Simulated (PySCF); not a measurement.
CF3, SMILES F[C+](F)F, charge +1.

Geometry: B3LYP-D3(BJ)/def2-TZVP.

These are PBE/def2-TZVPD run with PySCF values and carry that method's errors.

Gas-phase values at a fixed geometry.

```
Property                                                          Result
------------------------------------------------  ----------------------
total energy                                          -337.07197 hartree
point group                                                          D3h
highest occupied level                                         -19.45 eV
lowest empty level                                             -11.67 eV
orbital gap                                                      7.78 eV
dipole moment about the centre of nuclear charge                  0.00 D
mean static polarisability                          14.2 bohr³ (2.10 Å³)
polarisability, principal values                  10.2, 16.2, 16.2 bohr³
```
